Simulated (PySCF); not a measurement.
CBr₃, SMILES [C](Br)(Br)Br, doublet, PBE0/def2-SVP optimised geometry.

```
4

Br     1.37    -0.09     0.00
C     -0.49    -0.09     0.00
Br    -1.37    -1.56     0.73
Br    -1.37     1.56     0.00
```

Density from PySCF 2.14.0 with unrestricted PBE0/def2-TZVP at that geometry.

Minimum of the electron density along straight lines between bonded atoms, close to the bond critical point (lines longer than 1.1 times the sum of covalent radii, or with two minima, are not listed):

| bond | length / Å | ρ at the minimum / e bohr⁻³ | ∇²ρ there / e bohr⁻⁵ | position (fraction from the first atom) |
|---|---|---|---|---|
| Br1–C2 | 1.862 | 0.177 | -0.20 | 0.54 |
| C2–Br3 | 1.862 | 0.177 | -0.20 | 0.46 |
| C2–Br4 | 1.862 | 0.177 | -0.20 | 0.46 |
